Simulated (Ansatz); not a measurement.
Consider the redistribution: `C[CH2][MgH]` + `C[Si](O)(O)Br` → `C[CH2][Mg][Br]` + `C[SiH](O)O`.

Isolated molecules relaxed with PBE0-D4/def2-TZVP in Ansatz; ΔE leaves out vibrations. CCSD(T)/CBS adds triple-zeta CCSD(T) − MP2 to the extrapolated MP2 energy (def2 sets, frozen cores). DFT in def2-TZVPP. B3LYP here is the variant with VWN-RPA as its local correlation; programs differ in this. HSE06 is defined as in plane-wave codes. For Br, Mg outer-core shells are correlated without core-valence functions, which leaves a few kJ/mol of doubt a bond. Scalar relativity is left out up to krypton. Each species was taken in one conformer, which may not be the lowest.

`C[CH2][MgH]`:

```xyz
9

C     0.922    0.091   -0.731
C    -0.500   -0.273   -0.298
Mg   -1.019    0.183    1.684
H     1.119    1.163   -0.638
H     1.128   -0.174   -1.775
H     1.679   -0.419   -0.126
H    -0.668   -1.347   -0.456
H    -1.222    0.221   -0.962
H    -1.440    0.555    3.301
```

`C[Si](O)(O)Br`:

Cartesian coordinates in Å:
```
C 1.416 0.105 -0.125
Si -0.404 -0.119 0.034
O -1.201 1.234 0.493
O -0.962 -0.611 -1.412
Br -0.835 -1.661 1.606
H 1.855 0.398 0.830
H 1.625 0.886 -0.861
H 1.889 -0.821 -0.457
H -1.471 1.298 1.410
H -1.911 -0.707 -1.518
```

`C[CH2][Mg][Br]`:

Cartesian coordinates in Å:
```
C -0.981 -0.588 0.461
C 0.331 -0.489 -0.319
Mg 1.210 1.401 -0.408
Br 2.192 3.532 -0.502
H -1.760 0.054 0.039
H -1.383 -1.608 0.466
H -0.862 -0.292 1.507
H 1.072 -1.177 0.106
H 0.180 -0.832 -1.350
```

`C[SiH](O)O`:

```xyz
10

C    -0.797   -1.070   -0.243
Si    0.508    0.241   -0.143
O    -0.246    1.637   -0.587
O     1.187    0.350    1.352
H    -1.642   -0.831    0.408
H    -1.179   -1.155   -1.264
H    -0.397   -2.041    0.056
H     1.671   -0.031   -1.023
H     0.296    2.424   -0.655
H     0.599    0.476    2.099
```

```
             level  ΔE (kJ/mol)  difference from CCSD(T)/CBS
       LDA (SPW92)        -91.3                         17.7
            PBE-D4        -95.4                         13.6
         revPBE-D4        -88.8                         20.2
           BLYP-D4        -96.8                         12.2
         r2SCAN-D4       -104.4                          4.6
            B97M-V        -83.2                         25.8
           PBE0-D4       -100.5                          8.5
          B3LYP-D4       -102.1                          6.9
        r2SCANh-D4       -105.5                          3.5
        r2SCAN0-D4       -106.9                          2.1
          BHLYP-D4       -107.9                          1.1
      CAM-B3LYP-D4       -105.1                          3.9
           ωB97X-V       -104.1                          4.9
           ωB97M-V       -101.4                          7.6
            B2PLYP       -112.0                         -3.0
          PBE-QIDH       -108.2                          0.8
            revPBE       -105.7                          3.3
              BLYP       -111.4                         -2.4
            r2SCAN       -105.9                          3.1
              PBE0       -106.3                          2.7
             B3LYP       -113.3                         -4.3
           r2SCANh       -107.0                          2.0
           r2SCAN0       -108.7                          0.3
             HSE06       -106.4                          2.6
             BHLYP       -117.2                         -8.2
         CAM-B3LYP       -111.0                         -2.0
           LC-ωPBE       -106.9                          2.1
RPA@PBE/def2-TZVPP       -103.1                          5.9
       HF/def2-SVP       -130.1                        -21.1
      MP2/def2-SVP       -123.2                        -14.2
     CCSD/def2-SVP       -124.5                        -15.5
  CCSD(T)/def2-SVP       -122.7                        -13.7
     HF/def2-TZVPP       -124.7                        -15.7
SCS-MP2/def2-TZVPP       -110.4                         -1.4
   CCSD/def2-TZVPP       -109.9                         -0.9
CCSD(T)/def2-TZVPP       -106.9                          2.1
     HF/def2-QZVPP       -125.6                        -16.6
SCS-MP2/def2-QZVPP       -111.9                         -2.9
     MP2/CBS(def2)       -109.9                         -0.9
    CCSD/CBS(def2)       -112.0                         -3.0
       CCSD(T)/CBS       -109.0                            0
```

Largest T1 diagnostic among the species: 0.011.

In def2-TZVPP, CCSD(T) changes the Hartree–Fock value by +17.9 kJ/mol (the triples alone add +3.1 kJ/mol) and MP2 by +16.9 kJ/mol. From PBE to PBE0 (25 % exact exchange), in def2-TZVPP and without D4, ΔE moves by −4.1 kJ/mol. The D4 term adds +11.1 kJ/mol with B3LYP and +5.7 kJ/mol with PBE0; it sums over pairs of atoms, weighted by their polarisabilities, and B3LYP, whose exchange is more repulsive, gets the larger term.
